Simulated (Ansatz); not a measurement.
# Two structures, one formula

The two ends of one reaction step of Si$_{2}$H$_{5}$SF, closed shell (PBE0-D4/def2-TZVP).

A:

```json
{"atom": "Si1", "x (Å)": "-0.9808", "y (Å)": "0.9977", "z (Å)": "0.1166"}
{"atom": "F2", "x (Å)": "0.5240", "y (Å)": "-1.1412", "z (Å)": "-1.9362"}
{"atom": "S3", "x (Å)": "-1.6130", "y (Å)": "1.0163", "z (Å)": "-1.7427"}
{"atom": "H4", "x (Å)": "-0.1656", "y (Å)": "-0.5063", "z (Å)": "-2.0703"}
{"atom": "H5", "x (Å)": "-1.6013", "y (Å)": "1.9225", "z (Å)": "1.1076"}
{"atom": "Si6", "x (Å)": "0.7159", "y (Å)": "-0.3830", "z (Å)": "0.9800"}
{"atom": "H7", "x (Å)": "0.8306", "y (Å)": "-0.0277", "z (Å)": "2.4214"}
{"atom": "H8", "x (Å)": "1.9859", "y (Å)": "-0.0805", "z (Å)": "0.2830"}
{"atom": "H9", "x (Å)": "0.3043", "y (Å)": "-1.7978", "z (Å)": "0.8405"}
```

B:

Si1  (-1.019, -0.081, -0.323)
F2  (-1.303, -1.463, -1.088)
S3  (-0.794, 1.534, -1.684)
H4  (0.460, 1.210, -2.043)
H5  (-2.242, 0.259, 0.444)
Si6  (0.910, -0.335, 0.973)
H7  (1.058, 0.858, 1.846)
H8  (2.085, -0.422, 0.063)
H9  (0.845, -1.560, 1.811)
(Å)

Computed with Ansatz 0.2.0 (basis: def2-TZVPP); correlated methods freeze the cores. B3LYP uses VWN-RPA correlation.

Task: Which structure is lower at CCSD(T), and by how much? (Judge from chemistry; the value comes from the calculation.)

Result: By the calculation: B, by 205.3 kJ/mol (electronic energy, against the other). By their contacts, A is a complex of Si₂H₄S ([SiH3][SiH][S]) + HF and B is Si₂H₅SF ([F][SiH]([SiH3])[SH]).

All methods give the same order:

```csv
method,E(B) − E(A) (kJ/mol)
SPW92,-196.4
PBE-D4,-188.1
BLYP-D4,-186.3
r2SCAN-D4,-207.5
B97M-V,-209.6
PBE0-D4,-203.8
B3LYP-D4,-200.4
r2SCAN0-D4,-215.2
BHLYP-D4,-218.6
CAM-B3LYP-D4,-215.0
wB97X-V,-220.2
wB97M-V,-210.7
B2PLYP,-204.7
PBE-QIDH,-213.7
RPA on PBE,-201.7
HF,-235.9
MP2,-205.0
CCSD,-213.3
CCSD(T),-205.3
```

The T1 diagnostic stays at or below 0.016.

Labels in which every atom is bracketed show which atoms are joined, not bond orders.

For scale, one of the runs: CCSD(T)/def2-TZVPP, 227 basis functions, launched by `ansatz run in.yaml --threads 4 --pin off --events-out ev --progress --plain --max-ram 9574MiB`. Time: 59 s of wall clock on 4 CPU threads of an Intel Xeon; the host was shared. Peak host memory: 3.4 GiB.
